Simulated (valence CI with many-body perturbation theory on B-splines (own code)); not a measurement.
## E1 transitions of Pt65+

Computed by valence CI with perturbative core correlation (CI+MBPT): three valence electrons over a frozen Dirac-Fock core [Ne], radial functions for each j: 11 s, 11 p, 9 d, 7 f, 5 g, 2 h, 1 i, with the one-electron correlation potential Σ1 (screened to all orders), the two-electron term Σ2, the three-electron term Σ3, Breit, model QED; selected single and double excitations, second order for the rest (own B-spline code, finite nucleus).

No measured spectrum was set against this ion. As an estimate, large intervals hold to a few tenths of a per cent, small ones and those within an open d or f shell to about a per cent.

Lines 151 to 200 of 277 in falling wavelength, among levels below 128.33 Ry, chosen from the strongest by gf and those to the six lowest levels. Wavelengths and rates use the calculated energies. Electric multipoles are in the length gauge, E1 and E2 with the static RPA response of the core. Weak lines are less certain than strong ones. Lines between different terms over intervals too small for the method are left out, as are lines whose strength nearly cancels. The highest levels of a list are the least certain.

Levels are named by their leading jj configuration (3d3/2^4 stands for four electrons in 3d with j = 3/2), which in mixed levels can hold well under half, so a name can repeat and another be missing. Letters in brackets count levels of one name in rising energy.

| λ vac (nm) | Upper | Lower | A (s⁻¹) | log gf | Branch % |
| --- | --- | --- | --- | --- | --- |
| 1.846 | (3p1/2 3p3/2 3d5/2) J=3/2 [b] | (3s 3p1/2 3d5/2) J=5/2 [b] | 1.83e+12 | -0.43 | 63.5 |
| 1.841 | (3s 3p3/2 3d3/2) J=1/2 [a] | (3s 3p1/2 3p3/2) J=3/2 [b] | 6.29e+11 | -1.19 | 23.6 |
| 1.836 | (3s 3p3/2 3d5/2) J=3/2 [b] | (3s^2 3d5/2) J=5/2 | 4.00e+12 | -0.09 | 89.9 |
| 1.831 | (3s 3p3/2 3d3/2) J=5/2 [a] | (3s 3p1/2 3p3/2) J=3/2 [b] | 5.46e+11 | -0.78 | 11.4 |
| 1.831 | (3p1/2 3p3/2 3d3/2) J=3/2 [a] | (3s 3p1/2 3d3/2) J=3/2 [a] | 1.39e+12 | -0.55 | 47.1 |
| 1.830 | (3s 3p3/2 3d5/2) J=5/2 [b] | (3s^2 3d5/2) J=5/2 | 3.57e+12 | 0.03 | 81.3 |
| 1.829 | (3s 3p3/2^2) J=3/2 | (3s^2 3p3/2) J=3/2 | 6.40e+12 | 0.11 | 99.9 |
| 1.823 | (3p1/2 3p3/2^2) J=5/2 | (3s 3p1/2 3p3/2) J=3/2 [a] | 1.70e+11 | -1.29 | 8.6 |
| 1.823 | (3p1/2 3p3/2 3d3/2) J=1/2 [a] | (3s 3p1/2 3d3/2) J=3/2 [a] | 1.48e+12 | -0.83 | 45.2 |
| 1.823 | (3s 3d3/2 3d5/2) J=5/2 [a] | (3s 3p1/2 3d5/2) J=3/2 | 1.98e+11 | -1.23 | 6.0 |
| 1.822 | (3p1/2 3p3/2 3d5/2) J=7/2 [b] | (3s 3p1/2 3d5/2) J=5/2 [a] | 3.75e+11 | -0.83 | 23.8 |
| 1.816 | (3p1/2 3p3/2 3d5/2) J=5/2 [b] | (3s 3p1/2 3d5/2) J=5/2 [a] | 1.29e+12 | -0.42 | 44.3 |
| 1.812 | (3s 3d3/2 3d5/2) J=7/2 [a] | (3s 3p1/2 3d5/2) J=5/2 [b] | 3.18e+11 | -0.90 | 7.8 |
| 1.811 | (3s 3d3/2^2) J=3/2 | (3s 3p1/2 3d3/2) J=1/2 | 3.10e+12 | -0.22 | 47.8 |
| 1.809 | (3p1/2 3p3/2 3d3/2) J=5/2 [b] | (3s 3p1/2 3d3/2) J=5/2 | 6.65e+11 | -0.71 | 14.5 |
| 1.808 | (3p1/2 3p3/2^2) J=3/2 | (3s 3p1/2 3p3/2) J=3/2 [a] | 2.01e+12 | -0.40 | 41.1 |
| 1.793 | (3s 3d3/2^2) J=5/2 | (3s 3p1/2 3d3/2) J=3/2 [c] | 4.61e+12 | 0.13 | 60.7 |
| 1.788 | (3s 3p3/2 3d3/2) J=3/2 [a] | (3s 3p1/2 3p3/2) J=5/2 | 3.43e+11 | -1.18 | 9.6 |
| 1.784 | (3s 3d3/2 3d5/2) J=7/2 [a] | (3s 3p1/2 3d5/2) J=7/2 | 2.44e+12 | -0.03 | 60.3 |
| 1.782 | (3s 3d3/2 3d5/2) J=5/2 [a] | (3s 3p1/2 3d5/2) J=7/2 | 5.27e+11 | -0.82 | 16.0 |
| 1.781 | (3p1/2 3p3/2 3d3/2) J=3/2 [b] | (3s 3p1/2 3d3/2) J=3/2 [b] | 8.59e+11 | -0.79 | 16.5 |
| 1.778 | (3p1/2 3p3/2 3d3/2) J=5/2 [b] | (3s 3p1/2 3d3/2) J=3/2 [b] | 1.40e+12 | -0.40 | 30.4 |
| 1.776 | (3p1/2 3p3/2 3d5/2) J=3/2 [b] | (3s 3p1/2 3d5/2) J=5/2 [a] | 5.79e+11 | -0.96 | 20.2 |
| 1.775 | (3s 3p3/2 3d3/2) J=3/2 [b] | (3s 3p1/2 3p3/2) J=1/2 | 1.98e+12 | -0.43 | 28.9 |
| 1.774 | (3s 3p3/2 3d3/2) J=5/2 [a] | (3s 3p1/2 3p3/2) J=5/2 | 3.16e+12 | -0.05 | 66.0 |
| 1.769 | (3s 3p3/2 3d3/2) J=7/2 | (3s 3p1/2 3p3/2) J=5/2 | 2.49e+12 | -0.03 | 98.5 |
| 1.768 | (3p1/2 3p3/2 3d3/2) J=1/2 [b] | (3s 3p1/2 3d3/2) J=3/2 [b] | 1.34e+12 | -0.90 | 32.0 |
| 1.761 | (3p1/2 3p3/2^2) J=1/2 | (3s 3p1/2 3p3/2) J=3/2 [a] | 6.23e+11 | -1.24 | 16.4 |
| 1.760 | (3s 3d3/2 3d5/2) J=5/2 [b] | (3s 3p1/2 3d5/2) J=3/2 | 1.53e+12 | -0.37 | 31.4 |
| 1.750 | (3s 3p1/2 3d3/2) J=1/2 | (3s 3p1/2^2) J=1/2 | 3.53e+12 | -0.49 | 98.9 |
| 1.748 | (3s 3d3/2 3d5/2) J=5/2 [b] | (3s 3p1/2 3d5/2) J=5/2 [b] | 2.37e+12 | -0.19 | 48.5 |
| 1.747 | (3s 3d3/2 3d5/2) J=7/2 [b] | (3s 3p1/2 3d5/2) J=5/2 [b] | 2.55e+12 | -0.03 | 77.9 |
| 1.747 | (3s 3p3/2 3d3/2) J=3/2 [b] | (3s 3p1/2 3p3/2) J=3/2 [b] | 3.05e+12 | -0.25 | 44.5 |
| 1.747 | (3p1/2 3p3/2 3d3/2) J=3/2 [b] | (3s 3p1/2 3d3/2) J=3/2 [a] | 3.57e+12 | -0.19 | 68.5 |
| 1.745 | (3s 3d3/2 3d5/2) J=3/2 [b] | (3s 3p1/2 3d5/2) J=3/2 | 2.83e+12 | -0.29 | 59.4 |
| 1.745 | (3s 3d3/2 3d5/2) J=7/2 [a] | (3s 3p1/2 3d5/2) J=5/2 [a] | 9.41e+11 | -0.46 | 23.2 |
| 1.744 | (3p1/2 3p3/2 3d3/2) J=5/2 [b] | (3s 3p1/2 3d3/2) J=3/2 [a] | 3.59e+11 | -1.01 | 7.8 |
| 1.742 | (3s 3d3/2 3d5/2) J=5/2 [a] | (3s 3p1/2 3d5/2) J=5/2 [a] | 2.01e+12 | -0.26 | 61.1 |
| 1.741 | (3s 3d3/2^2) J=1/2 | (3s 3p1/2 3d3/2) J=3/2 [c] | 4.35e+12 | -0.40 | 56.5 |
| 1.741 | (3s 3d3/2 3d5/2) J=9/2 | (3s 3p1/2 3d5/2) J=7/2 | 3.52e+12 | 0.20 | 89.2 |
| 1.739 | (3s 3p3/2 3d3/2) J=3/2 [a] | (3s 3p1/2 3p3/2) J=3/2 [a] | 3.08e+12 | -0.25 | 86.5 |
| 1.734 | (3p1/2 3p3/2 3d3/2) J=1/2 [b] | (3s 3p1/2 3d3/2) J=3/2 [a] | 1.43e+12 | -0.89 | 34.1 |
| 1.734 | (3s 3p3/2 3d3/2) J=1/2 [a] | (3s 3p1/2 3p3/2) J=3/2 [a] | 2.00e+12 | -0.74 | 74.8 |
| 1.733 | (3s 3d3/2 3d5/2) J=3/2 [b] | (3s 3p1/2 3d5/2) J=5/2 [b] | 1.22e+12 | -0.66 | 25.7 |
| 1.730 | (3s 3p1/2 3d3/2) J=3/2 [c] | (3s 3p1/2^2) J=1/2 | 5.37e+12 | -0.02 | 99.4 |
| 1.727 | (3s 3p3/2 3d3/2) J=1/2 [b] | (3s 3p1/2 3p3/2) J=1/2 | 3.60e+12 | -0.49 | 41.0 |
| 1.726 | (3s 3d3/2 3d5/2) J=3/2 [a] | (3s 3p1/2 3d5/2) J=5/2 [a] | 2.47e+12 | -0.36 | 77.4 |
| 1.726 | (3s 3p3/2 3d3/2) J=5/2 [a] | (3s 3p1/2 3p3/2) J=3/2 [a] | 9.99e+11 | -0.57 | 20.9 |
| 1.725 | (3s^2 3d3/2) J=3/2 | (3s^2 3p1/2) J=1/2 | 5.77e+12 | 0.01 | 100.0 |
| 1.724 | (3p1/2^2 3d5/2) J=5/2 | (3s^2 3p3/2) J=3/2 | 2.18e+08 | -4.23 | 0.1 |
